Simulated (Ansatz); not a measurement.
Computed with Ansatz on PBE0-D4/def2-TZVP structures; ΔE is electronic, products minus reactants. CCSD(T)/CBS is the MP2 limit (def2-TZVPP, def2-QZVPP) plus CCSD(T) − MP2 in def2-TZVPP, frozen cores. This one scheme is used for every species. Functionals use def2-TZVPP. Each species was taken in one conformer, which may not be the lowest.

`O[SiH2]S[SiH2]Cl` + `N[Si](O)(Cl)Cl` → `O[SiH2]N[Si](O)(Cl)Cl` + `S[SiH2]Cl`  (ligand exchange at the Si–S bond)

```json
{"level": "r2SCAN-D4", "ΔE (kJ/mol)": "4.8"}
{"level": "CCSD(T)/def2-TZVPP", "ΔE (kJ/mol)": "-3.1"}
```

What does CCSD(T)/CBS give? (Estimate.)

Computed: +1.8 kJ/mol. The listed levels differ from it by 3.0, -4.9 kJ/mol.

Largest T1 diagnostic among the species: 0.011.

In def2-TZVPP, CCSD(T) changes the Hartree–Fock value by +5.4 kJ/mol (the triples alone add +2.0 kJ/mol) and MP2 by +10.1 kJ/mol.

CCSD(T)/CBS has its own doubt, a few kJ/mol and more with outer-core shells, so smaller differences from it don't rank the levels.
